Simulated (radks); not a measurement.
Valence configurations of neutral zinc (all share [Ar]). Method: Dirac Kohn-Sham, BLYP, spin-unpolarised, spherical densities, finite nucleus; open shells fill j = l - 1/2 first; Fermi nuclear charge, rms radius 3.9283 fm; computed with a radial shooting solver on a logarithmic mesh with Libxc functionals. Energies are relative to 3d10 4s2; eigenvalues in eV.

valence           E (eV)  e(3d3/2)  e(3d5/2)  e(4p1/2)  e(4s1/2)
3d10 4s2           0.000   -10.268    -9.910         -    -5.961
3d10 4s1.5 4p0.5   2.468   -11.407   -11.049    -1.662    -6.723
3d10 4s1 4p1       5.055   -12.403   -12.044    -2.078    -7.360
3d9.5 4s2 4p0.5    5.163   -14.198   -13.826    -1.899    -7.331
3d9.5 4s1.5 4p1    7.931   -15.180   -14.807    -2.308    -7.945
3d10 4p2          10.528   -14.144   -13.784    -2.777         -
3d9.5 4s1 4p1.5   10.796   -16.078   -15.704    -2.672    -8.490
3d9 4s2 4p1       11.959   -18.236   -17.849    -2.560    -8.558
3d9 4s1 4p2       18.124   -19.955   -19.566    -3.252    -9.572
3d8 4s2 4p2       30.821   -26.764   -26.346    -3.797   -10.803

NIST lists [Ar] 3d10 4s2 as the ground configuration; this level of theory agrees among the configurations tried. The energies are those of spherical spin-averaged densities, not of single terms.
